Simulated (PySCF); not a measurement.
Cost against size for one kind of job: PySCF 2.14.0, PBE0-D3(BJ)/def2-SVP geometry optimisation, gas phase, def2 core potentials past Kr; work: geometry optimisation from a GFN2-xTB start. Hardware: one thread, x86-64 server, no GPU, shared host. The host was shared with other jobs, so the times are rough.

```json
{"species (SMILES)": "[H][Os-4]([H])([H])([H])([H])[H]", "atoms": "7", "electrons": "86", "basis functions": "62", "SCF cycles": "258", "gradient evaluations": "29", "wall time": "56 s"}
{"species (SMILES)": "[F][Cr]([F])[F] (quartet state)", "atoms": "4", "electrons": "51", "basis functions": "73", "SCF cycles": "22", "gradient evaluations": "3", "wall time": "?"}
{"species (SMILES)": "[Cl][In]([Cl])[Br]", "atoms": "4", "electrons": "118", "basis functions": "94", "SCF cycles": "39", "gradient evaluations": "7", "wall time": "34 s"}
{"species (SMILES)": "CCO[Si@@](P)([PH3+])NC", "atoms": "22", "electrons": "90", "basis functions": "194", "SCF cycles": "54", "gradient evaluations": "8", "wall time": "1.9 min"}
{"species (SMILES)": "c1cc(C2CCCC2)[se]n1", "atoms": "21", "electrons": "100", "basis functions": "213", "SCF cycles": "42", "gradient evaluations": "6", "wall time": "2.9 min"}
```

Q: Estimate the withheld figures.

A: `[F][Cr]([F])[F]`: 8.8 s.

Q: With all rows, how does the wall time grow with the number of basis functions N?

A: A straight line through log(time) against log(N) has slope 1.6 between N = 62 and 213, and the rows scatter about it by a factor of about 2.4 (standard error of the fit). This is a fit to these rows, whose iteration counts differ, not the method's formal scaling.

Q: Which species took longest, and how many times the shortest run?

A: `c1cc(C2CCCC2)[se]n1`, at 2.9 min: about 20 times the shortest (8.8 s).
